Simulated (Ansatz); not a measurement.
Reactions of CHBClF2N, SMILES `N=C(F)B(F)Cl`.

Isolated molecules relaxed with PBE0-D4/def2-TZVP in Ansatz; ΔE leaves out vibrations. CCSD(T)/CBS is the MP2 limit (def2-TZVPP, def2-QZVPP) plus CCSD(T) − MP2 in def2-TZVPP, frozen cores. This one scheme is used for every species, atoms too. For atomizations the MP2-based limit and the directly extrapolated one differ by several kJ/mol either way, and by 10 to 25 for some Ge, Se and Sn compounds, so smaller differences from it don't rank the levels. Open shells (•) are unrestricted, without spin–orbit coupling. Spin–orbit coupling would lower the free atoms: a little for B, C, Cl, F. Each species was taken in one conformer, which may not be the lowest.

(1) Order these by ΔE at CCSD(T)/CBS, lowest first. (An estimate is asked.)
A. `N=C(F)B(F)Cl` → B• + C• + Cl• + 2 F• + H• + N•
B. `N=C(F)B(F)Cl` + HCl → `FB(Cl)Cl` + `N=CF`
C. `N=C(F)B(F)Cl` + `N=C=O` → `O=C=NB(F)Cl` + `N=CF`
D. `N=C(F)B(F)Cl` + H–F → `FB(F)Cl` + `N=CF`

Largest T1 diagnostic: 0.018, for `N=C=O`.

Answers

(1) D (-133.5 kJ/mol), C (-97.1 kJ/mol), B (-74.1 kJ/mol), A (+2937.9 kJ/mol).
